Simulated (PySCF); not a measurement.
# Working out the ionisation energy of Si⁺

Si⁺ [Ne] 3s2 3p1 (2P) → Si²⁺ [Ne] 3s2 (1S). Computed with PySCF 2.14 in x2c-QZVPPall with one added diffuse shell each of s, p, d, f type (10s7p5d3f1g, 86 functions), with the spin-free X2C one-electron Hamiltonian (Gaussian nucleus). Frozen: 1s2. Energies in hartree (1 hartree = 27.21139 eV):

```tsv
part	Si⁺ (lower)	Si²⁺ (upper)
UHF	-289.183103	-288.601186
MP2 opposite-spin	-0.167261	-0.159476
MP2 same-spin	-0.056995	-0.054193
```

Task: What does Hartree-Fock give?

Result: (-288.601186) − (-289.183103) = 0.581917 hartree = 15.835 eV.

Task: What do MP2 and SCS-MP2 (6/5 opposite-spin, 1/3 same-spin) give?

Result: The opposite-spin parts differ by 0.212 eV and the same-spin parts by 0.076 eV. MP2: 15.835 + (0.212) + (0.076) = 16.123 eV. SCS-MP2: 15.835 + 1.2 × (0.212) + (0.076)/3 = 16.115 eV.

Measured between the centres of the two terms (NIST): 16.322 eV, so MP2 (valence and next inner shell) is off by -0.199 eV.

What remains against the reference includes basis incompleteness, the frozen core and correlation beyond second order.
